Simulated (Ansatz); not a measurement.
Computed with Ansatz on PBE0-D4/def2-TZVP structures; ΔE is electronic, products minus reactants. CCSD(T)/CBS is the MP2 limit (def2-TZVPP, def2-QZVPP) plus CCSD(T) − MP2 in def2-TZVPP, frozen cores. Functionals use def2-TZVPP. For Ge outer-core shells are correlated without core-valence functions, which leaves a few kJ/mol of doubt a bond. Scalar relativity is left out up to krypton. Each species was taken in one conformer, which may not be the lowest.

Consider the formal exchange of groups at the Si–Ge bond: `[SiH3][GeH2][SiH2][GeH2][GeH3]` + digermane → `[GeH3][GeH2][SiH2][GeH2][GeH3]` + `[SiH3][GeH3]`.

```csv
level,ΔE (kcal/mol)
PBE-D4,-0.1
CCSD(T)/def2-SVP,-0.1
```

(1) What does CCSD(T)/CBS give? (An estimate is asked.)

Largest T1 diagnostic among the species: 0.012.

## Answers

(1) The calculation gave: -0.3 kcal/mol. The listed levels differ from it by 0.2, 0.2 kcal/mol.

Leaving LDA and LC-ωPBE aside and taking each functional with its dispersion term where it has one, the values, not all of them listed here, spread over 0.2 kcal/mol, from PBE-QIDH to revPBE-D4.
